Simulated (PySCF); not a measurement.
C2H5S, SMILES CC[S], multiplicity 2. Atoms are numbered in the order given.

```xyz
8

C     -0.3324    -1.6251     0.0000
C      0.6155    -0.4324     0.0000
S     -0.1599     1.1895     0.0000
H     -0.9795    -1.6100     0.8874
H      0.2324    -2.5707     0.0000
H     -0.9795    -1.6100    -0.8874
H      1.2935    -0.4476     0.8730
H      1.2935    -0.4476    -0.8730
```
Charge 0, spin multiplicity 2.

Geometry: PBE-D3(BJ)/def2-TZVP. The isomer is the one that the SMILES or the coordinates give; other isomers of the formula were not compared.

The numbers are results of B3LYP/pcH-1 (PySCF), not measurements.

Unrestricted Kohn–Sham, ⟨S²⟩ = 0.753. Hyperfine tensors hold the contact and dipolar terms, without spin-orbit corrections.

Computed hyperfine couplings:
```csv
nucleus,A(iso) (MHz),A(iso) (G),dipolar principal values (MHz)
13C no. 1,-2.8,-1.0,"-0.6, -0.5, 1.1"
13C no. 2,-16.7,-5.9,"-3.7, -1.9, 5.6"
33S no. 3,15.6,5.6,"-88.3, -87.3, 175.7"
1H no. 4,0.4,0.1,"-2.3, -2.2, 4.6"
1H no. 5,-2.5,-0.9,"-1.4, -1.3, 2.7"
1H no. 6,0.4,0.1,"-2.3, -2.2, 4.6"
1H no. 7,88.5,31.6,"-5.5, -2.1, 7.6"
1H no. 8,88.5,31.6,"-5.5, -2.1, 7.6"
```
